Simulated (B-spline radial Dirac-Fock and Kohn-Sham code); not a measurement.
# K-line shifts caused by a second vacancy in Xe²⁶⁺

System: the Xe²⁶⁺ ion, configuration [Ar] 3d10.

Level of theory: Dirac-Fock energy differences between relaxed states, corrected for Breit and QED terms; a B-spline atomic structure program. Each two-hole energy is an average over J within one jj subconfiguration, not an observable level; in light atoms, where LS coupling holds, the j-resolved values are not observed lines, and for a K spectator the Kα1 hypersatellite is nearly forbidden. Correlation energy is missing from these numbers.

Lines without a spectator: Kα2 (K-L2) 29479.6 eV, Kα1 (K-L3) 29801.7 eV, Kβ3 (K-M2) 33641.7 eV, Kβ1 (K-M3) 33706.8 eV. Shifts in eV with one spectator hole (a dash: not computed, or left out as unreliable):

```
spectator hole    Kα2     Kα1     Kβ3     Kβ1
    L2 (2p1/2)  +73.8   +93.7       –  +197.2
    L3 (2p3/2)  +69.6   +70.8  +171.2       –
    M2 (3p1/2)      –  +13.59   +31.8   +37.3
    M3 (3p3/2)  +9.97       –   +31.8   +31.5
    M4 (3d3/2)  +3.63   +0.69       –       –
    M5 (3d5/2)  -0.13   +2.40       –       –
```

Question: Where does the K-L3 hypersatellite lie, emitted when both K electrons are missing?

Answer: +661.0 eV from the normal line, at 30462.7 eV. Removing both K electrons costs 71846.4 eV, which is 929.2 eV more than twice the K binding energy.

With n spectator holes in 2p, averaged over the 2p shell (energies in eV):

| n | KαLⁿ | step | hypersatellite KαʰLⁿ |
| --- | --- | --- | --- |
| 0 | 29694.3 | – | 30347.3 |
| 1 | 29771.1 | +76.8 | 30425.7 |
| 2 | 29849.3 | +78.2 | 30505.5 |
| 3 | 29929.0 | +79.7 | 30586.8 |
| 4 | 30010.1 | +81.1 | 30669.5 |
| 5 | 30092.6 | +82.5 | 30753.7 |
